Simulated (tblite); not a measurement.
Compound: C₅H₁₃NOSi.
Structure used (GFN2-xTB), in Å, numbered top down from 1:
```xyz
21
C5H13NOSi angstrom
N      2.648    0.653    1.120
Si     1.712    1.009   -0.291
O      2.390    0.241   -1.556
C     -0.050    0.421    0.113
C     -0.203   -1.087    0.321
C     -1.713   -1.337    0.220
C     -2.269   -0.189   -0.644
C     -1.058    0.680   -1.006
H      3.642    0.810    1.071
H      2.305    0.959    2.015
H      1.726    2.380   -0.800
H      2.565   -0.695   -1.511
H     -0.415    0.923    1.014
H      0.211   -1.422    1.271
H      0.311   -1.623   -0.481
H     -1.926   -2.312   -0.219
H     -2.165   -1.318    1.213
H     -2.774   -0.560   -1.535
H     -2.993    0.395   -0.075
H     -1.317    1.734   -1.096
H     -0.635    0.356   -1.959
```

Level: GFN2-xTB in tblite, geometry and Hessian alike; calculated harmonic values, unscaled, isolated species. This tight-binding method is rough: wavenumbers can miss measured ones by several per cent, in bad cases by 10 to 20. Modes of hydrogen on silicon can be 10 to 20 % off. One conformer, not necessarily the lowest.

Harmonic wavenumbers (cm⁻¹): 26.0, 41.2, 98.9, 132.5, 190.8, 210.5, 238.4, 276.6, 315.8, 384.8, 459.8, 584.1, 621.8, 661.0, 678.8, 750.3, 800.3, 816.4, 836.7, 840.5, 881.3, 924.2, 955.8, 969.3, 997.4, 1012.6, 1023.5, 1116.7, 1123.4, 1154.6, 1189.5, 1211.1, 1219.4, 1263.3, 1270.2, 1308.2, 1314.5, 1335.0, 1339.1, 1485.8, 1497.0, 1500.9, 1516.2, 1529.7, 2257.1, 2931.3, 2958.6, 2968.3, 2976.0, 2991.9, 2993.0, 3001.8, 3006.8, 3007.6, 3474.5, 3517.7, 3667.9.

A = 3255, B = 1004, C = 924.3 MHz; mass 131.077 u (most abundant isotopes); point group C1, symmetry number 1.

Q: Zero-point energy?

A: Half the sum of the wavenumbers: 38928 cm⁻¹ = 111.30 kcal/mol.

Q: What is S at 273.15 K and 1 bar for an ideal gas of classical rigid rotors and harmonic oscillators?

A: Translation 40.12, rotation 28.79, vibration 29.63: S = 98.5 cal/(mol K).

Q: And Cp and H(273.15 K) − H(0)?

A: Cp = 37.11 cal/(mol K), of which vibrations give 29.16 (their classical limit is 57 R = 113.3); H(273.15 K) − H(0) = 6.21 kcal/mol without the zero-point energy, 4.04 from vibrations.

Q: What must be added to the electronic energy to get the Gibbs energy at 273.15 K and 1 bar?

A: ZPE + [H(273.15 K) − H(0)] − T·S = 111.30 + 6.21 − 26.91 = 90.60 kcal/mol.

Q: How do the functions run with temperature in this model?

A: 
```
 T (K)  S (cal/(mol K))  Cp (cal/(mol K))  H − H(0) (kcal/mol)  G − H(0) (kcal/mol)  ln q(vib)
    50             60.6              13.9                 0.55                -2.48       1.10
   100             72.0              19.4                 1.38                -5.81       2.59
298.15            101.9              40.0                 7.18               -23.21       8.14
373.15            111.8              48.5                10.50               -31.23      10.19
   500            127.8              61.0                17.48               -46.44      13.64
   750            156.1              78.2                35.06               -82.02      20.32
  1000            180.2              89.5                56.11              -124.14      26.60
```

q(vib) and H(0) count from the zero-point level.

Hindered rotation and anharmonicity are outside this model. Other conformers, if any are populated, would add a mixing term that is left out. The structure is chiral; the term R ln 2 for an equal mix with its mirror image is left out.
